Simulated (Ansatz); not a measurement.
Species: V, charge 2, quartet.

Total energies in aug-cc-pwCVTZ-DK, 11 correlated electrons, 5 frozen orbitals. Open shells are spin-unrestricted; no spin-orbit coupling. The -DK rows use spin-free X2C, correlate 3s3p of the metal (1s2s2p frozen) and give its partners the cc-pVXZ-DK valence sets. Open-shell metal atoms are single determinants, not pure terms.

| method | program | energy (Eh) | minus CCSDT(Q) (mEh) |
|---|---|---|---|
| HF | Ansatz | -947.43486 | 389.57 |
| MP2 | Ansatz | -947.80006 | 24.37 |
| CCSD | Ansatz | -947.81589 | 8.54 |
| CCSD(T) | Ansatz | -947.82407 | 0.36 |
| CCSDT(Q) | Ansatz | -947.82443 | 0.00 |

Ansatz is a quantum-chemistry and plane-wave program.
